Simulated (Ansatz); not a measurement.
`[OH][AlH][C]#CS` + H₂ → `C#[C][AlH][OH]` + H₂S at 298.15 K and 1 bar (hydrogenolysis of a C–S bond).

Program: Ansatz. Geometries: PBE0-D4/def2-TZVP. ΔE: electronic, gas phase. CBS: MP2 limit from def2 TZ/QZ plus the TZ coupled-cluster correction, frozen cores. This one scheme is used for every species. Each species was taken in one conformer, which may not be the lowest.

```csv
species,CCSD(T)/CBS energy (Eh),H − E (kJ/mol),S (J/(mol·K))
`[OH][AlH][C]#CS`,-792.87812,126.4,357.1
H₂,-1.17544,35.1,130.4
`C#[C][AlH][OH]`,-395.10198,121.0,309.2
H₂S,-398.97279,49.9,205.7
```

H − E and S are ideal-gas, rigid-rotor, harmonic terms from PBE0-D4/def2-TZVP, for one conformer and one mirror image of each species. The MP2-based limit puts H₂ 0.8 mEh under its directly extrapolated value; such offsets cancel only in part. 1 Eh = 2625.50 kJ/mol, R = 8.31446 J/(mol·K).

Problem. By hand: ΔE, ΔH, ΔS and ΔG.

Solution. ΔE = (-395.10198) + (-398.97279) − (-792.87812) − (-1.17544) = -0.02121 Eh = -55.7 kJ/mol. Δ(H − E) = 121.0 + 49.9 − 126.4 − 35.1 = 9.4, so ΔH = -46.3 kJ/mol. ΔS = 309.2 + 205.7 − 357.1 − 130.4 = 27.4 J/(mol·K). ΔG = -46.3 − 298.15 × (27.4)/1000 = -54.5 kJ/mol.

Problem. By hand: the equilibrium constant, and the temperature at which ΔG would vanish if ΔH and ΔS stayed fixed.

Solution. log₁₀ K = −ΔG/(RT ln 10) = 9.5. ΔH and −TΔS have one sign here, so there is no such temperature.

ΔH outweighs TΔS. A doubt of 5 kJ/mol in ΔE shifts log₁₀ K by 0.9 here. Other conformers and mirror images would add mixing entropy, several J/(mol·K) or more a flexible species. These are equilibria of isolated gas molecules and say nothing of rates. Largest T1 diagnostic: 0.014 (customary marks: 0.02 for closed shells, 0.045 for open ones).
